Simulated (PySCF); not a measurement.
# Ionisation energy of Br by level of theory

Br [Ar] 3d10 4s2 4p5 (2P) → Br⁺ [Ar] 3d10 4s2 4p4 (3P), as a difference of total energies. Calculation: PySCF 2.14, in x2c-SVPall (5s4p3d, 32 functions); the spin-free X2C one-electron Hamiltonian (Gaussian nucleus). Correlated levels: valence: [Ar] 3d10 frozen. The calculations carry no spin-orbit coupling.

```
           method  ionisation energy (eV)  error (eV)
              UHF                  10.763      -1.081
             TPSS                  11.798      -0.046
            M06-L                  11.778      -0.066
    MP2 (valence)                  11.322      -0.522
SCS-MP2 (valence)                  11.304      -0.540
   CCSD (valence)                  11.282      -0.562
CCSD(T) (valence)                  11.287      -0.557
```

Reference: 11.844 eV (measured; NIST levels, between the centres of gravity of the two terms).

Errors of the correlated levels include the incompleteness of this basis and the frozen core.
